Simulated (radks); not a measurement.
Ru I, configuration [Kr] 4d7 5s1 (the NIST ground configuration). All-electron calculation, Dirac Kohn-Sham, PBE, spin-unpolarised, spherical densities, finite nucleus; open shells are shared between the two j in proportion to 2j + 1; Fermi nuclear charge, rms radius 4.4809 fm. Program: a radial shooting solver on a logarithmic mesh with Libxc functionals.

Spin-orbit splittings of the eigenvalues, e(l+1/2) - e(l-1/2), with zeta = 2 splitting/(2l+1) and mean radii in bohr:

| shell | occ. | splitting (eV) | zeta (eV) | <r> j=l-1/2 | <r> j=l+1/2 |
|---|---|---|---|---|---|
| 2p | 6 | ? | ? | 0.1236 | 0.1284 |
| 3p | 6 | 22.21 | 14.81 | 0.3956 | 0.4063 |
| 3d | 10 | 4.328 | 1.731 | 0.3821 | 0.3856 |
| 4p | 6 | 3.379 | 2.252 | 1.108 | 1.139 |
| 4d | 7 | 0.3217 | 0.1287 | 1.685 | 1.714 |

Estimate the 2p splitting.

Answer. 130.9 eV (zeta = 87.28 eV).
